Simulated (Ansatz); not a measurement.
One geometry of GaSi4, several levels of theory.

```yaml
crystal:
  periodic: [false, false, false]
  atoms:
    - {symbol: Ga, position_ang: [-0.839300, -2.439124, 0.058306]}
    - {symbol: Si, position_ang: [-0.780056, 0.516295, 0.681736]}
    - {symbol: Si, position_ang: [1.077117, 1.618389, 1.471821]}
    - {symbol: Si, position_ang: [-0.661387, -0.392211, -1.536649]}
    - {symbol: Si, position_ang: [1.203626, 0.696651, -0.675204]}
basis:
  gaussian: {orbitals: def2-TZVP, initial_orbitals: start.molden}
magnetization: {spin_polarized: true, initial_magnetization: 1}
hamiltonian: {xc: pbe}
correlation: {method: rpa}
scf: {omitted_lower_state_checks: [starts]}
```

The file start.molden holds the orbitals of an earlier run on this structure, at another level or in another basis.

```sh
$ ansatz run in.yaml --threads 4 --pin off --events-out ev --progress --plain --max-ram 4787MiB
```

Shortened log:

```
Functional definition: PBE
1218 factors; integrals over basis functions are off by at most 6.5e-4 eV
mean field evaluation 1: about -83863.8680 eV, gradient 9.8e0 eV
mean field evaluation 2: about -83864.0125 eV, gradient 2.2e-1 eV
mean field evaluation 4: about -83863.9987 eV, gradient 8.3e-3 eV
mean field evaluation 8: about -83863.9986 eV, gradient 1.7e-6 eV
mean field -83863.99864936 eV, -3081.9451053040 hartree, gradient 8.8e-6 eV, S^2 0.760451; 0 other end points of the search recorded, 0 dependent functions left out
29 core orbitals not correlated: weight in the atoms' cores, before any rotation towards them, 1.000 or more for the frozen orbitals, at most 0.000 for the correlated occupied ones
reference -83779.25507394 eV, -3078.8308363485 hartree; 15, 14 occupied and 152, 153 virtual orbitals, 1218 factors
Total energy: -83807.53179569 eV, -3079.8699867063 hartree
Checks for a lower state left out: starts
```

Run time 7.5 s (4 threads of Arm Neoverse V2 on a shared host), peak host memory 0.55 GiB.

The first input with `gaussian: {orbitals: def2-TZVPD, initial_orbitals: start.molden}`, `hamiltonian: {xc: r2scan, dispersion: d4}`, `output: {orbitals: {seedname: orbitals}}` and without the key `correlation` (abridged; 17 s):

```
Functional definition: r2SCAN
mean field -83884.13526708 eV, -3082.6851123563 hartree, gradient 6.3e-5 eV, S^2 0.783983
Total energy: -83884.21293381 eV, -3082.6879665558 hartree
Checks for a lower state left out: starts
```

As the first input, with `hamiltonian: {xc: pbe, dispersion: d4}`, `output: {orbitals: {seedname: orbitals}}` and without the key `correlation` (abridged; 4.1 s):

```
Functional definition: PBE
mean field -83863.99867272 eV, -3081.9451061626 hartree, gradient 5.9e-5 eV, S^2 0.760451
Total energy: -83864.40389307 eV, -3081.9599977357 hartree
Checks for a lower state left out: starts
```

As the first input, with `hamiltonian: {xc: {name: BHLYP}, dispersion: d4}`, `output: {orbitals: {seedname: orbitals}}` and without the key `correlation` (abridged; 9 s):

```
Functional definition: BHLYP
mean field -83885.74135360 eV, -3082.7441349471 hartree, gradient 2.6e-5 eV, S^2 0.793433
Total energy: -83886.46896475 eV, -3082.7708741638 hartree
Checks for a lower state left out: starts
```

As the first input, with `gaussian: {orbitals: def2-TZVPD, initial_orbitals: start.molden}`, `hamiltonian: {xc: pbe0, dispersion: d4}`, `output: {orbitals: {seedname: orbitals}}` and without the key `correlation` (abridged; 14 s):

```
Functional definition: PBE0
mean field -83867.32442747 eV, -3082.0673253952 hartree, gradient 1.5e-5 eV, S^2 0.777859
Total energy: -83867.67313869 eV, -3082.0801402962 hartree
Checks for a lower state left out: starts
```

As the first input, with `gaussian: {orbitals: def2-SVP, initial_orbitals: start.molden}`, `hamiltonian: {xc: pbe0, dispersion: d4}`, `output: {orbitals: {seedname: orbitals}}` and without the key `correlation` (abridged; 3.2 s):

```
Functional definition: PBE0
mean field -83849.75363006 eV, -3081.4216105004 hartree, gradient 1.5e-5 eV, S^2 0.774177
Total energy: -83850.10233702 eV, -3081.4344252448 hartree
Checks for a lower state left out: starts
```

First input, but with `hamiltonian: {xc: {name: B3LYP}, dispersion: d4}`, `output: {orbitals: {seedname: orbitals}}` and without the key `correlation` (abridged; 7.5 s):

```
Functional definition: B3LYP
mean field -83890.22684058 eV, -3082.9089735534 hartree, gradient 2.5e-5 eV, S^2 0.767645
Total energy: -83890.90917671 eV, -3082.9340489434 hartree
Checks for a lower state left out: starts
```

Geometry: B3LYP-D4/def2-SVP.

B3LYP takes the VWN-RPA correlation. Correlated methods freeze 29 core orbitals; core or outer-core shells of Ga are correlated, in sets that lack core-valence functions. The structure comes from a short search, and lower isomers may exist.
